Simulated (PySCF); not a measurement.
# TDDFT excited states: C5H3O2P

Species: C5H3O2P.
Atom-mapped SMILES: `[O:1]=[C:2]=[P:3][c:4]1[cH:5][cH:6][o:7][cH:8]1` (hydrogens: H9 on C5; H10 on C6; H11 on C8)

Level of theory: PySCF, TDDFT PBE0/def2-SVPD, vertical, gas phase, core orbitals frozen in the response. The structure is a single GFN2-xTB conformer in the gas phase; no vibrational or solvent corrections. Torsions of this conformer, `[O:1]=[C:2]=[P:3][c:4]1[cH:5][cH:6][o:7][cH:8]1`: C2–P3–C4–C5 1°.

```json
{"state": "S1", "E (eV)": "2.55", "E (kJ/mol)": "246", "λ (nm)": "485.8", "f": "0.0005", "|μ| (D)": "0.22", "symmetry": "–", "main configurations (H = HOMO, L = LUMO)": "H→L (96%)"}
{"state": "S2", "E (eV)": "4.28", "E (kJ/mol)": "413", "λ (nm)": "289.8", "f": "0.0002", "|μ| (D)": "0.12", "symmetry": "–", "main configurations (H = HOMO, L = LUMO)": "H-1→L (96%)"}
{"state": "S3", "E (eV)": "4.77", "E (kJ/mol)": "460", "λ (nm)": "260.0", "f": "0.055", "|μ| (D)": "1.74", "symmetry": "A′", "main configurations (H = HOMO, L = LUMO)": "H→L+1 (68%), H-2→L (25%)"}
{"state": "S4", "E (eV)": "5.26", "E (kJ/mol)": "508", "λ (nm)": "235.5", "f": "0.027", "|μ| (D)": "1.17", "symmetry": "A′", "main configurations (H = HOMO, L = LUMO)": "H→L+2 (82%), H-1→L+1 (9%)"}
{"state": "S5", "E (eV)": "5.78", "E (kJ/mol)": "558", "λ (nm)": "214.3", "f": "0.053", "|μ| (D)": "1.55", "symmetry": "A′", "main configurations (H = HOMO, L = LUMO)": "H-1→L+1 (46%), H-3→L (28%)"}
{"state": "S6", "E (eV)": "5.79", "E (kJ/mol)": "559", "λ (nm)": "214.1", "f": "0.026", "|μ| (D)": "1.10", "symmetry": "A′", "main configurations (H = HOMO, L = LUMO)": "H-3→L (56%), H-1→L+1 (25%)"}
{"state": "S7", "E (eV)": "5.91", "E (kJ/mol)": "570", "λ (nm)": "209.8", "f": "0.0030", "|μ| (D)": "0.36", "symmetry": "A″", "main configurations (H = HOMO, L = LUMO)": "H→L+3 (70%), H→L+5 (12%), H-3→L (11%)"}
{"state": "S8", "E (eV)": "5.95", "E (kJ/mol)": "574", "λ (nm)": "208.3", "f": "0.016", "|μ| (D)": "0.84", "symmetry": "A″", "main configurations (H = HOMO, L = LUMO)": "H→L+4 (75%), H→L+3 (15%)"}
```

Triplets, Tamm–Dancoff:

| state | E (eV) | λ (nm) | main configurations (H = HOMO, L = LUMO) |
| --- | --- | --- | --- |
| T1 | 2.18 | 567.9 | H→L (94%) |
| T2 | 3.24 | 383.1 | H→L+1 (91%) |
| T3 | 3.93 | 315.3 | H→L+2 (65%), H-1→L+2 (25%) |

The lowest singlet comes at 486 nm (246 kJ/mol) in the visible; it is dark (f under 0.0005); its leading configuration is HOMO→LUMO (96%). The most intense listed level is S3 at 4.77 eV (260 nm, f = 0.055), 2.22 eV above S1. S5/S6 lie within about 0.01 eV of each other. Löwdin shares by element: HOMO carbon 46% or more, phosphorus 29% (atoms not listed hold the other 26%); LUMO carbon 46% or more, oxygen 29% or more, phosphorus 21%. Orbital energies (eV): HOMO-3 -9.19, HOMO-2 -9.02, HOMO-1 -7.46, HOMO -6.32, LUMO -2.05, LUMO+1 -0.70, LUMO+2 -0.21. Weighted by f, the mean energy of these states is 5.41 eV. The listed states span 3.40 eV, and the widest gap between neighbours is 1.73 eV (S1 to S2). S1 lies in the visible range (380 to 750 nm), at 486 nm, dark in the vertical dipole picture (f under 0.0005); light of that wavelength is green-blue, and its complementary colour is orange; a Tamm–Dancoff triplet lies at 568 nm, without intensity as long as spin–orbit coupling is left out. Symmetry labels in Cs follow from the direction of the transition dipole and are given only for states with f of 0.002 or more. Only the lowest 8 singlets were computed, as vertical energies without vibronic structure.
